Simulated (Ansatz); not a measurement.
One geometry of `[CH3][V](=[S])([Cl])[Cl]`, several functionals.

```yaml
crystal:
  periodic: [false, false, false]
  atoms:
    - {symbol: C, position_ang: [-0.677932, -0.216184, 0.788119]}
    - {symbol: V, position_ang: [0.600631, 0.167153, -0.682702]}
    - {symbol: S, position_ang: [1.975938, -1.240262, -0.449037]}
    - {symbol: Cl, position_ang: [-0.485555, -0.085251, -2.499940]}
    - {symbol: Cl, position_ang: [1.387758, 2.111065, -0.298299]}
    - {symbol: H, position_ang: [-1.091406, -1.217584, 0.662026]}
    - {symbol: H, position_ang: [-0.166074, -0.127239, 1.747286]}
    - {symbol: H, position_ang: [-1.451060, 0.551102, 0.676848]}
basis:
  gaussian: {orbitals: def2-TZVPP}
hamiltonian: {xc: {name: r2SCANh}, dispersion: d4}
output: {orbitals: {seedname: orbitals}}
```

```sh
$ ansatz run in.yaml --threads 4 --pin off --events-out ev --progress --plain --max-ram 10444MiB
```

Shortened log:

```
Functional definition: r2SCANh
1669 factors; their error is unknown
mean field evaluation 1: about -62644.2551 eV, gradient 7.3e1 eV
mean field evaluation 2: about -62579.3689 eV, gradient 1.7e2 eV
mean field evaluation 4: about -62647.3385 eV, gradient 7.6e1 eV
mean field evaluation 8: about -62655.6887 eV, gradient 4.9e-1 eV
mean field evaluation 16: about -62655.7253 eV, gradient 2.7e-3 eV
mean field -62655.72530919 eV, -2302.5554355367 hartree, gradient 1.9e-5 eV, S^2 0.000000; 0 other end points of the search recorded, 0 dependent functions left out
reference -62655.72531986 eV, -2302.5554359291 hartree; 41, 41 occupied and 222, 222 virtual orbitals, 1669 factors
Total energy: -62655.79411194 eV, -2302.5579639910 hartree
```

Run time 3.2 s (4 threads of an AMD EPYC 9R45 on a shared host); peak host memory 1 GiB.

With the line `hamiltonian: {xc: r2scan, dispersion: d4}` and forces (abridged; 3 s):

```
Functional definition: r2SCAN
mean field -62656.77357626 eV, -2302.5939586412 hartree, gradient 9.9e-6 eV, S^2 0.000000
Total energy: -62656.83630148 eV, -2302.5962637504 hartree
Atom 0 force    -0.124246     0.007588     0.101724 eV/Å
Atom 1 force    -0.358649     0.288901     0.017064 eV/Å
Atom 2 force     0.502591    -0.476797     0.048204 eV/Å
Atom 3 force    -0.102188    -0.011020    -0.198858 eV/Å
Atom 4 force     0.083419     0.206589     0.018941 eV/Å
Atom 5 force     0.004649     0.007060     0.013110 eV/Å
Atom 6 force    -0.011499    -0.012094    -0.005071 eV/Å
Atom 7 force     0.005923    -0.010228     0.004885 eV/Å
Dipole moment:    -0.245124    -0.034835     0.243449 e Å
```

With the line `hamiltonian: {xc: {name: CAM-B3LYP}, dispersion: d4}` (abridged; 2.7 s):

```
Functional definition: CAM-B3LYP
mean field evaluation 16: about -62660.5611 eV, gradient 8.5e-4 eV
mean field -62660.56114399 eV, -2302.7331491880 hartree, gradient 2.2e-5 eV, S^2 0.000000
Total energy: -62660.80163687 eV, -2302.7419871382 hartree
```

Changing it to `hamiltonian: {xc: {name: BHLYP}, dispersion: d4}` (abridged; 2.5 s):

```
Functional definition: BHLYP
mean field evaluation 16: about -62656.3091 eV, gradient 1.6e-3 eV
mean field -62656.30907699 eV, -2302.5768886077 hartree, gradient 4.5e-5 eV, S^2 0.000000
Total energy: -62656.68891258 eV, -2302.5908473080 hartree
```

With the line `hamiltonian: {xc: {name: B97M-V}}` (abridged; 4.7 s):

```
Functional definition: B97M-V
mean field -62644.68025091 eV, -2302.1495371316 hartree, gradient 2.0e-5 eV, S^2 0.000000
Total energy: -62644.68031078 eV, -2302.1495393318 hartree
```

The same input with `hamiltonian: {xc: {name: wB97M-V}}` and forces (abridged; 7.5 s):

```
Functional definition: wB97M-V
mean field evaluation 16: about -62654.8697 eV, gradient 2.7e-3 eV
mean field -62654.86966944 eV, -2302.5239913559 hartree, gradient 7.4e-5 eV, S^2 0.000000
Total energy: -62654.86971812 eV, -2302.5239931450 hartree
Atom 0 force    -0.047687    -0.030581     0.075500 eV/Å
Atom 1 force     0.347569    -0.365035     0.068149 eV/Å
Atom 2 force    -0.298306     0.285723    -0.031025 eV/Å
Atom 3 force    -0.075311    -0.016461    -0.085217 eV/Å
Atom 4 force     0.028283     0.105009     0.036241 eV/Å
Atom 5 force     0.029177     0.097001     0.014905 eV/Å
Atom 6 force    -0.057639    -0.005173    -0.085812 eV/Å
Atom 7 force     0.073914    -0.070483     0.007259 eV/Å
Dipole moment:    -0.229783    -0.086667     0.282093 e Å
```
